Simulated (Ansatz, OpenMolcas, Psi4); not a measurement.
## A ladder of methods for SnSe (SMILES [Se][Sn])

SnSe has 2 atoms, charge 0, and is taken as a singlet. SMILES: `[Se][Sn]`. Geometry: relaxed at PBE0-D4/def2-TZVP.

```jsonl
{"atom": "Se", "x (Å)": "0.0000", "y (Å)": "0.0000", "z (Å)": "0.0065"}
{"atom": "Sn", "x (Å)": "0.0000", "y (Å)": "0.0000", "z (Å)": "2.3318"}
```

Quantity: the electronic atomisation energy, in eV. The values are calculated. Electronic energies at fixed atoms, without zero-point motion or spin-orbit coupling.

```
                                                                 level                   kind     program  value (eV)  CPU time (all runs)
                                         HF/def2-TZVP (core potential)           Hartree–Fock        Psi4        2.34                 31 s
                                     revPBE/def2-TZVP (core potential)                    GGA      Ansatz        4.63                 11 s
                                      M06-L/def2-TZVP (core potential)               meta-GGA  OpenMolcas        4.98                 52 s
                                     M06-2X/def2-TZVP (core potential)        hybrid meta-GGA  OpenMolcas        4.04                 43 s
DSD-PBEP86/def2-TZVP (core potential, density fitting for correlation)          double hybrid        Psi4        4.61                 22 s
                                    RPA@PBE/def2-TZVP (core potential)                    RPA      Ansatz        4.17                 16 s
                                        MP3/def2-TZVP (core potential)    perturbation theory        Psi4        4.21                 29 s
                                    BCCD(T)/def2-TZVP (core potential)  coupled cluster or CI      Ansatz        4.52                 19 s
                                                            FCI/STO-3G     exact in the basis      Ansatz        5.60                2.4 s
```

All-electron rows without a relativistic Hamiltonian named are non-relativistic, while core potentials hold scalar relativity, so basis and relativity change together. The values span 2.34 to 5.60 eV. High-level rows in very small sets aren't better than simpler rows in larger ones. In the correlated wave-function rows the outer d shell of Se, Sn is correlated, in sets not made for it. Times are those of the runs behind each value, whatever else they computed, on shared processors of several kinds: orders of magnitude only.
